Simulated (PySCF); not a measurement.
Stationary points of [TlH2]-

Method: PySCF, PBE0, basis Tl def2-TZVPD with ECP60, H def2-TZVPD (scalar-relativistic core potentials, no spin–orbit coupling, density fitting).

Relaxations began from a few typed shapes. The search is not exhaustive: other isomers or separated fragments can lie lower, and high-lying points may rest on an excited occupation.

Problem. Order these stationary points by electronic energy, lowest first, in kJ/mol from the lowest minimum.
A. singlet C2v: Tl–H 1.950 Å (×2); H–Tl–H 92.2°
B. singlet D∞h: Tl–H 1.651 Å (×2); H–Tl–H 180.0°

Solution. A (0.0), B (208.4).

Problem. Which of them are minima?

Solution. By energy in kJ/mol, 0.0: minimum; 208.4: saddle point, 1 imaginary mode.

Counting electrons, thallium keeps 2 of its valence electrons outside its bonds, so the VSEPR class is AX2E1 and the expected shape is bent (C2v), as computed. The angle of 92° is close to 90°: the heavy centre bonds with nearly pure p orbitals and keeps its lone pair s-like.

For the lowest minimum: the lowest empty level of this anion is unbound, so it and the gap depend on the basis. No spin–orbit coupling is included, which matters more the heavier the element.

The electron or spin density has lower symmetry than the nuclear frame for the singlet D∞h at 208.4 kJ/mol.
